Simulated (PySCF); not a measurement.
2,2-dichloroethyl(fluoro)silane (C2H5Cl2FSi), SMILES F[SiH2]CC(Cl)Cl.

The structure is a stationary point at ωB97X-D3(BJ)/def2-SVP. The values are those of a single conformer.

Two levels are set side by side: TDDFT-PBE/def2-SVPD (PySCF) and TDDFT-LC-ωPBE/def2-SVPD (PySCF). Vertical, same geometry. The lowest singlet is HOMO→LUMO 95 % with PBE and HOMO→LUMO 36 %, HOMO−1→LUMO 16 %, HOMO−2→LUMO 13 % with the other functional; states are paired by order. Differences are taken from unrounded values.

| quantity | TDDFT-PBE |
|---|---|
| lowest singlet excitation (eV) | 6.05 |
| lowest triplet excitation (TDA) (eV) | 5.70 |

Q: These are the TDDFT-PBE values. What does TDDFT-LC-ωPBE give? (An estimate is asked for; the answer gives what the named calculation found.)

A: 
```csv
quantity,TDDFT-LC-ωPBE,TDDFT-PBE minus TDDFT-LC-ωPBE
lowest singlet excitation (eV),7.25,-1.20
lowest triplet excitation (TDA) (eV),6.51,-0.81
```

Functionals without exact exchange tend to place singlet excitations lower, as here. Differences between two approximate levels are no errors against the true value.

Rough cost on one machine, each run with all the roots and properties that it gave: TDDFT-LC-ωPBE against TDDFT-PBE about 8 times.
